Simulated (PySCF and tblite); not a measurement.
The numbers below are computed, except where a source is named.
# Rotation: stationary points, barriers and rates

System: C8H8F2, numbered as in [CH3:1][C:2]1=[CH:3][C@@:4]2([CH:5]([F:6])[F:7])[CH:8]=[CH:9][C@@H:10]12.

Motion: rotation about the C4–C5 bond (torsion C3–C4–C5–F6 from -164° to -280°, falling). Level: PBE0/pcSseg-1 + D3(BJ) on GFN2-xTB stationary points, with GFN2-xTB thermal terms. Rate constants are transition-state-theory values, counting equivalent paths, without tunnelling. Programs: tblite and PySCF.

| point | symmetry | E(GFN2) kcal/mol | E(DFT) kcal/mol | ZPE change kcal/mol | lowest mode cm⁻¹ | dipole D |
| --- | --- | --- | --- | --- | --- | --- |
| start | C1 | 0.0 | 0.0 | 0.00 | 41 | 2.46 |
| saddle | C1 | 1.3 | 2.7 | 0.03 | 42i | 2.73 |
| end | C1 | 0.2 | -0.9 | 0.03 | 38 | 2.98 |

| Property | Result |
| --- | --- |
| Electronic barrier | 2.7 kcal/mol |
| Barrier with zero-point energy | 2.7 kcal/mol |
| ΔH‡ (298 K) | 2.1 kcal/mol |
| ΔS‡ (298 K, symmetry apart) | -4.2 cal/(mol K) |
| Paths | 1 equivalent path |
| End point | a different minimum |
| Mean lifetime of the start against this motion at 298 K | 50 ps |
| Cost | 97 s on 1 thread of Arm Neoverse V2, shared host (rough), peak memory 0.98 GiB, launched as `OMP_NUM_THREADS=1 python ens_run.py task.json out` |

| T/K | ΔG‡ kcal/mol | k s⁻¹ | ΔG kcal/mol | k back s⁻¹ |
| --- | --- | --- | --- | --- |
| 150 | 3.0 | 1.4×10⁸ | -0.9 | 6.5×10⁶ |
| 200 | 3.1 | 1.6×10⁹ | -0.9 | 1.6×10⁸ |
| 250 | 3.3 | 7.3×10⁹ | -0.9 | 1.2×10⁹ |
| 298 | 3.4 | 2×10¹⁰ | -0.9 | 4.1×10⁹ |
| 350 | 3.6 | 4.3×10¹⁰ | -0.9 | 1.1×10¹⁰ |
| 400 | 3.7 | 7.7×10¹⁰ | -0.9 | 2.3×10¹⁰ |
| 500 | 4.1 | 1.8×10¹¹ | -1.0 | 6.5×10¹⁰ |

ΔG and ΔG‡ leave out symmetry numbers and mirror images; rates count paths: 1 out, 1 back.
